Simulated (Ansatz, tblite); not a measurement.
Removing and adding an electron: In(NH3)H3 (InNH₆). The state is a singlet with charge 0. Geometry: PBE-D4/def2-TZVP. Ansatz, gas phase; energy differences of separate SCF runs; the oxidised species was run as a doublet alone; the reduced species was run as a doublet alone.

```xyz
8

In    0.497    1.167    0.190
N    -0.443   -1.039   -0.170
H    -0.562   -1.229   -1.166
H    -1.358   -1.125    0.278
H     0.166   -1.762    0.218
H     0.487    1.082    1.934
H    -0.778    2.040   -0.622
H     1.991    0.864   -0.663
```

In the def2 sets In takes a core potential; there is no spin–orbit coupling. The xTB rows come from tblite. Correlated methods freeze 5 core orbitals; core or outer-core shells of In are correlated, in sets that lack core-valence functions.

```tsv
level	−HOMO (eV)	vertical IE (eV)	−LUMO (eV)	vertical EA (eV)	HOMO–LUMO gap (eV)	IE − EA (eV)	remarks
GFN1-xTB	11.15	14.02	4.79	–	6.36	–	–
HF/def2-TZVPD	–	–	–	-0.87	–	–	HOMO above zero (-1 doublet)
r2SCAN-D4/def2-TZVP	6.41	9.40	0.72	–	5.69	–	–
r2SCAN-D4/def2-TZVPD	6.43	–	0.89	-0.28	5.55	–	HOMO above zero (-1 doublet)
PBE0-D4/def2-TZVP	7.30	9.51	0.57	–	6.73	–	–
CCSD/def2-TZVPD	–	–	–	-0.46	–	–	HOMO above zero (-1 doublet)
CCSD/def2-TZVPP	–	9.72	–	–	–	–	–
CCSD(T)/def2-TZVPD	–	–	–	-0.40	–	–	HOMO above zero (-1 doublet)
```

Problem. Estimate the rows for GFN2-xTB, HF/def2-TZVPP, PBE-D4/def2-TZVPD, PBE0-D4/def2-TZVPD, MP2/def2-TZVPD, MP2/def2-TZVPP, CCSD(T)/def2-TZVPP.

Solution. 
```csv
level,−HOMO (eV),vertical IE (eV),−LUMO (eV),vertical EA (eV),HOMO–LUMO gap (eV),IE − EA (eV),remarks
GFN2-xTB,10.72,13.69,4.90,1.81,5.82,11.88,–
HF/def2-TZVPP,–,8.99,–,–,–,–,–
PBE-D4/def2-TZVPD,6.15,–,1.52,-0.14,4.63,–,HOMO above zero (-1 doublet)
PBE0-D4/def2-TZVPD,7.32,–,0.83,-0.27,6.48,–,HOMO above zero (-1 doublet)
MP2/def2-TZVPD,–,–,–,-0.48,–,–,HOMO above zero (-1 doublet)
MP2/def2-TZVPP,–,9.71,–,–,–,–,–
CCSD(T)/def2-TZVPP,–,9.70,–,–,–,–,–
```

Run but left out: PBE-D4/def2-TZVP (charge +1 doublet: an occupied level 0.18 eV above an empty one).   A HOMO above zero means that the electron is unbound at that level or that self-interaction error raises the level; the energy of removing that electron tells which. Raw xTB energy differences between charge states are shifted by several eV; the methods need an empirical correction for them. A negative affinity means that the extra electron isn't bound; its size then hangs on the basis.
